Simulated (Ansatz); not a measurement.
`[SiH3]/C=C/Br` + `[OH][GeH3]` → `[SiH3][O][GeH3]` + `C=CBr`  (ligand exchange at the Si–C bond)

Gas-phase electronic energies from Ansatz, PBE0-D4/def2-TZVP geometries. CCSD(T)/CBS is the MP2 limit (def2-TZVPP, def2-QZVPP) plus CCSD(T) − MP2 in def2-TZVPP, frozen cores. Functionals use def2-TZVPP. B3LYP here is the variant with VWN-RPA as its local correlation; programs differ in this. For Br, Ge outer-core shells are correlated without core-valence functions, which leaves a few kJ/mol of doubt a bond. Scalar relativity is left out up to krypton.

Q: Is it downhill or uphill in electronic energy at CCSD(T)/CBS, and by how much? (Estimate.)

A: Computed: Downhill: ΔE = -96.1 kJ/mol.

Q: What do these levels give: PBE-D4, ωB97X-V, ωB97M-V, PBE0, B3LYP, HF/def2-TZVPP, MP2/def2-TZVPP, CCSD/def2-TZVPP, CCSD(T)/def2-TZVPP, HF/def2-QZVPP, MP2/def2-QZVPP, MP2/CBS(def2)? (Estimate.)

A: Computed: PBE-D4 -79.5, ωB97X-V -96.0, ωB97M-V -95.4, PBE0 -86.6, B3LYP -96.8, HF/def2-TZVPP -117.3, MP2/def2-TZVPP -95.8, CCSD/def2-TZVPP -99.9, CCSD(T)/def2-TZVPP -96.3, HF/def2-QZVPP -119.0, MP2/def2-QZVPP -96.2, MP2/CBS(def2) -95.5 kJ/mol.

Largest T1 diagnostic among the species: 0.012.

In def2-TZVPP, CCSD(T) changes the Hartree–Fock value by +21.0 kJ/mol (the triples alone add +3.6 kJ/mol) and MP2 by +21.6 kJ/mol. From PBE to PBE0 (25 % exact exchange), in def2-TZVPP and without D4, ΔE moves by −6.8 kJ/mol.
